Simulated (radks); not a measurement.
Species: Sr. Configuration: [Ar] 3d10 4s2 4p5.5 5s2 6s0.5 (fractional occupations, a model configuration).

All-electron calculation, scalar-relativistic Kohn-Sham, RPBE, spin-polarised, spherical densities, finite nucleus; open shells are filled with parallel spins first (spin-orbit coupling, left out, can overturn this in heavy ions); Fermi nuclear charge, rms radius 4.224 fm. Program: a radial shooting solver on a logarithmic mesh with Libxc functionals.

Energy parts (Ry):
part                        energy
total                  -6358.55015
kinetic                 6520.54892
electron-nucleus      -15299.67472
Hartree                 2630.54880
exchange-correlation    -209.97316

Orbitals (lengths in bohr, moments of r in powers of bohr; r(90%) holds 90 % of the orbital's charge):
orbital  occ.  eigenvalue (Ry)      <r>     <r^2>  r(90%)       <r^4>
1s up       1        -1171.841  0.03916  0.002067  0.0701  0.00001102
1s down     1        -1171.837  0.03916  0.002066  0.0701  0.00001102
2s up       1        -159.0140   0.1725   0.03506   0.267    0.002121
2s down     1        -159.0117   0.1725   0.03506   0.267    0.002121
2p up       3        -141.3125   0.1504   0.02765   0.245    0.001528
2p down     3        -141.3086   0.1504   0.02765   0.245    0.001528
3s up       1        -24.92490   0.4918    0.2777   0.729      0.1210
3s down     1        -24.92045   0.4918    0.2776   0.729      0.1209
3p up       3        -19.21201   0.4983    0.2899   0.757      0.1397
3p down     3        -19.20691   0.4983    0.2898   0.757      0.1395
3d up       5         -9.78902   0.4980    0.3024   0.807      0.1866
3d down     5         -9.78303   0.4978    0.3020   0.806      0.1859
4s up       1         -3.34894    1.345     2.052    1.97       6.461
4s down     1         -3.30991    1.346     2.055    1.97       6.494
4p up       3         -1.99859    1.537     2.714    2.29       11.96
4p down   2.5         -1.96093    1.541     2.730    2.30       12.15
5s up       1         -0.38716    3.924     17.41    5.73       468.1
5s down     1         -0.38207    3.965     17.82    5.81       494.4
6s up     0.5         -0.07281    11.49     145.2    16.1       29450

The highest occupied level is 6s up at -0.991 eV. The density falls to 0.001 e/bohr^3 at r = 5.08 bohr.
